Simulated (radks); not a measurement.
Question: These are the eigenvalues of the occupied orbitals of an atom or ion with whole-number occupations (hartree). Calculated with a radial shooting solver on a logarithmic mesh with Libxc functionals: scalar-relativistic Kohn-Sham, LDA (Slater exchange, VWN5 correlation), spin-polarised, spherical densities, finite nucleus; Fermi nuclear charge, rms radius of each element as measured or else 0.836 A^(1/3) + 0.57 fm.

1s up: -2966.766
1s down: -2966.766
2s up: -525.1635
2s down: -525.1543
2p up: -454.6264
2p down: -454.6186
3s up: -125.4314
3s down: -125.4265
3p up: -104.9617
3p down: -104.9566
3d up: -83.01060
3d down: -83.00337
4s up: -28.72536
4s down: -28.71558
4p up: -22.00716
4p down: -21.99732
4d up: -13.92670
4d down: -13.91508
5s up: -5.93864
5s down: -5.87820
4f up: -4.94875
4f down: -4.93287
5p up: -4.12995
5p down: -4.05879
5d up: -2.06580
5d down: -1.98892

Which element is it, and in what charge state? The configuration may be excited. Open shells, if any, are filled with parallel spins first.

Answer: Z = 79, gold, charge +4: Au4+ in [Xe] 4f14 5d7. The list shows which subshells hold electrons but not how many an open one holds; the 1s level, -2966.8 hartree, gives Z - s = 77.0 by -(Z - s)^2/2, which with screening and relativity narrows Z to a few neighbours, and the depths of the outer levels then fix element, charge and occupations together.
